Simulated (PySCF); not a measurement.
Input for PySCF: R-M06-2X/def2-TZVPP on BrH2NSi (SMILES N[Si]Br), a point of a torsion scan.

```python
from pyscf import gto, dft

mol = gto.M(
    atom='''
    N    -0.66614062    0.00040047    0.13834041
    Si    0.63082117   -1.00106065   -0.39443728
    Br    2.33446929    0.23707939    0.50938513
    H    -0.73750198    0.97224873   -0.12931120
    H    -1.59174202   -0.39982026    0.16800866
    ''',
    basis='def2-tzvpp',
    charge=0, spin=0, verbose=4, max_memory=1800)
mf = dft.RKS(mol, xc='m062x').density_fit(auxbasis='def2-universal-jkfit')
mf.grids.level = 4
mf.conv_tol = 1e-9
mf.max_cycle = 150
mf.kernel()
mf.dip_moment()
```

### Question
Give the final energy of this run.

### Answer
-2919.6781 hartree.
